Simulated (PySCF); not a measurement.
**Core-level binding energies of `CO[C@@H](C)CS(=O)(=O)Cl`**

Species: C4H9ClO3S.
Numbering: `[CH3:1][O:2][C@@H:3]([CH3:4])[CH2:5][S:6](=[O:7])(=[O:8])[Cl:9]`

Method used: delta-SCF UKS SCAN, pcX-2 on the ionised atom, pcseg-1 elsewhere, spin-free X2C (PySCF). Each binding energy is the total energy of the core-ionised species, with the hole localised on one atom, minus that of the ground state; both are solved self-consistently, so orbital relaxation is included.

Problem. Give the core binding energies atom by atom.

Solution. 
```csv
atom(s),environment,level,binding energy (eV),2p1/2 (eV),above the level's lowest (eV),count
C1,methoxy carbon,C 1s,292.49,–,+1.22,1
O2,ether oxygen,O 1s,538.79,–,+0.55,1
C3,sp3 carbon bound to oxygen,C 1s,292.92,–,+1.65,1
C4,methyl carbon,C 1s,291.27,–,0.00,1
C5,sp3 carbon bound to sulfur,C 1s,292.08,–,+0.81,1
S6,sulfonyl sulfur,S 2p3/2,174.64,175.87,0.00,1
S6,sulfonyl sulfur,S 1s,2483.52,–,0.00,1
O7,sulfonyl oxygen,O 1s,538.24,–,0.00,1
O8,sulfonyl oxygen,O 1s,538.31,–,+0.07,1
Cl9,chlorine bonded to S,Cl 2p3/2,205.81,207.47,0.00,1
Cl9,chlorine bonded to S,Cl 1s,2828.38,–,0.00,1
```

Lowest listed C 1s: C4, bonded to C and 3 H. Highest, 1.65 eV above it: C3, bonded to O, 2 C and H. The widest gap between neighbouring values is 0.81 eV, between 291.27 and 292.08 eV.

The listed O 1s values span 0.55 eV, from O7 (bonded to S (double bond)) to O2 (bonded to 2 C). The widest gap between neighbouring values is 0.48 eV, between 538.31 and 538.79 eV. Summing the Pauling electronegativity differences to the bonded atoms, each weighted by its formal bond order, gives -1.72 for the lowest site and -1.78 for the highest; the largest sum, -1.72, belongs to O8, 0.48 eV below the top. The smallest sum, -1.78, belongs to O2, 0.55 eV above the lowest.

Problem. Give the binding energy of Cl 2p3/2 of Cl9 in hartree and in kJ/mol.

Solution. 205.81 eV = 7.5634 Eh = 19858 kJ/mol.

Problem. What is the longest wavelength that can ionise Cl 2p3/2 of Cl9 vertically?

Solution. λ = hc/E = 12398.42 eV Å / 205.81 eV = 60.242 Å.

For 2p shells one spin-free hole was relaxed; a mean-field spin–orbit operator and the ground-state splitting of the three 2p orbitals were then diagonalised within the shell. The shell's mean is (2 × 2p3/2 + 2p1/2)/3, and the degeneracies 2j + 1 give areas of 2:1. 2p1/2 minus 2p3/2 (ligand field included): S 1.23 eV, Cl 1.65 eV. Geometry: PBE0-D3(BJ)/def2-SVP, one conformer, isolated molecule.

The run took 5.1 min of wall time on Intel Xeon Platinum 8259CL at 2.50 GHz, one thread (shared host), and the process peaked at 0.63 GiB of memory.

The values belong to the conformer `[CH3:1][O:2][C@@H:3]([CH3:4])[CH2:5][S:6](=[O:7])(=[O:8])[Cl:9]`: C1–O2–C3–C4 90°, O2–C3–C5–S6 54°, C3–C5–S6–O7 -92°.
